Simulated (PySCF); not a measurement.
O2Zr, singlet, at a GFN2-xTB geometry (such geometries of metal compounds can be far from the true shape) (core potentials on Zr). Base run: PySCF with R2SCAN/def2-SV(P).

Here is a job for PySCF.
```python
from pyscf import gto, scf, dft

mol = gto.Mole()
mol.atom = '''
    Zr   -0.14735518   -0.16294999   -0.21094306
    O     1.44787434    0.60647650   -0.38052480
    O    -0.71109845    0.20827346    1.43524010
'''
mol.basis = 'def2-sv(p)'
mol.ecp = {'Zr': 'def2-sv(p)'}
mol.verbose = 4
mol.build()

mf = dft.RKS(mol)
mf.xc = 'r2scan'
mf.kernel()
```

The base run was repeated with changes; each row names its change, and settings that it needs were set with it.

| change | ΔE vs base (µEh) | grid points | electrons on the grid | outcome |
|---|---|---|---|---|
| base | 0.0 | 50560 | 28.00000 | converged |
| grids.atom_grid = (99, 590) | 7.5 | 91776 | 28.00000 | converged |
| grids.atom_grid = (50, 194) | 480 | 19144 | 27.99997 | converged |
| grids.radi_method = mura_knowles | 8.4 | 45640 | 28.00000 | converged |
| grids.prune = dft.gen_grid.sg1_prune | - | - | - | input refused |
| grids.atom_grid = (150, 974) | -9.3 | 228504 | 28.00000 | converged |
| grids.atom_grid = (30, 110) | 2924 | 7320 | 27.99975 | converged |
| grids.level = 4 | -25.8 | 89384 | 28.00000 | converged |
| grids.prune = off | -0.4 | 86536 | 28.00000 | converged |
| grids.prune = dft.gen_grid.treutler_prune | -0.6 | 46920 | 28.00000 | converged |
| grids.atom_grid = (75, 302) | -26.3 | 41640 | 28.00002 | converged |

- grids.prune = dft.gen_grid.sg1_prune: ended with `IndexError: index 40 is out of bounds for axis 0 with size 19`
